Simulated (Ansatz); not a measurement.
`CB1N=C1C` → `CB1C=N1` + `[CH2]` (triplet) at 700 K and 1 bar (formal loss of a carbene).

Isolated molecules relaxed with PBE0-D4/def2-TZVP in Ansatz; ΔE leaves out vibrations. CCSD(T)/CBS is the MP2 limit (def2-TZVPP, def2-QZVPP) plus CCSD(T) − MP2 in def2-TZVPP, frozen cores. This one scheme is used for every species. Triplets are unrestricted, without spin–orbit coupling.

```json
{"species": "`CB1N=C1C`", "CCSD(T)/CBS energy (Eh)": "-197.24373", "H − E (kJ/mol)": "301.2", "S (J/(mol·K))": "439.9"}
{"species": "`CB1C=N1`", "CCSD(T)/CBS energy (Eh)": "-157.97004", "H − E (kJ/mol)": "209.3", "S (J/(mol·K))": "373.7"}
{"species": "`[CH2]` (triplet)", "CCSD(T)/CBS energy (Eh)": "-39.09499", "H − E (kJ/mol)": "70.4", "S (J/(mol·K))": "226.8"}
```

H − E and S are ideal-gas, rigid-rotor, harmonic terms from PBE0-D4/def2-TZVP, for one conformer and one mirror image of each species, with the whole ground term of open shells counted as degenerate. 1 Eh = 2625.50 kJ/mol, R = 8.31446 J/(mol·K).

**Question.** By hand: ΔE, ΔH, ΔS and ΔG.

**Answer.** ΔE = (-157.97004) + (-39.09499) − (-197.24373) = 0.17870 Eh = 469.2 kJ/mol. Δ(H − E) = 209.3 + 70.4 − 301.2 = -21.5, so ΔH = 447.7 kJ/mol. ΔS = 373.7 + 226.8 − 439.9 = 160.6 J/(mol·K). ΔG = 447.7 − 700 × (160.6)/1000 = 335.3 kJ/mol.

**Question.** By hand: the equilibrium constant, and the temperature at which ΔG would vanish if ΔH and ΔS stayed fixed.

**Answer.** log₁₀ K = −ΔG/(RT ln 10) = -25.0. ΔG = 0 at ΔH/ΔS = 2788 K, far beyond where these terms or the molecules hold.

The number of gas molecules changes by +1, which sets the sign of ΔS. A doubt of 5 kJ/mol in ΔE shifts log₁₀ K by 0.4 here. Other conformers and mirror images would add mixing entropy, several J/(mol·K) or more a flexible species. Modes under 60 cm⁻¹, often nearly free rotors, make the harmonic entropy too high. A triplet takes part, so the spin changes. These are equilibria of isolated gas molecules and say nothing of rates. Largest T1 diagnostic: 0.011 (customary marks: 0.02 for closed shells, 0.045 for open ones).
